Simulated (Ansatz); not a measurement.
Species: C4H9N, charge 0, multiplicity 1. 
Structure (B3LYP-D3(BJ)/def2-TZVP (Ansatz, a quantum-chemistry and plane-wave program) minimum search):
SMILES: NC1CCC1
```xyz
14

C     -1.5398     0.2655     0.2709
C     -0.6234    -0.9815     0.2024
C      0.5971    -0.0373     0.2786
C     -0.3237     1.1240    -0.1576
N      1.7132    -0.3468    -0.6022
H     -1.8557     0.4849     1.2912
H     -2.4165     0.2798    -0.3747
H     -0.6644    -1.4556    -0.7791
H     -0.7297    -1.7420     0.9762
H      0.8911     0.1004     1.3288
H     -0.1838     2.0937     0.3203
H     -0.2801     1.2446    -1.2408
H      2.1797    -1.1960    -0.3002
H      2.4060     0.3942    -0.5721
```
Charge 0, spin multiplicity 1.

Property: vertical ionisation energy (to the doublet state of charge +1; each state is the SCF solution reached for its spin), in eV. Cores are frozen in the correlated levels unless marked. Open shells are spin-unrestricted. Spin-orbit coupling is left out. Non-relativistic. Basis-set limits of correlation are two-point, X^-3; Hartree-Fock from the larger set. [CCSD(T)-MP2]/basis is that difference in the basis named.

RI-MP2/CBS(aug-cc-pVTZ,aug-cc-pVQZ)+[CCSD(T)-MP2]/aug-cc-pVTZ (Ansatz) gives 9.44 eV.

Another calculation gave 8.87 eV. Which level was it?
A. wB97X-V/def2-TZVPD (Ansatz)
B. r2SCAN/def2-TZVPD (Ansatz)
C. PBE0/def2-TZVPD (Ansatz)

B, r2SCAN/def2-TZVPD (Ansatz). The others give 9.04 (PBE0), 9.25 (wB97X-V) eV.
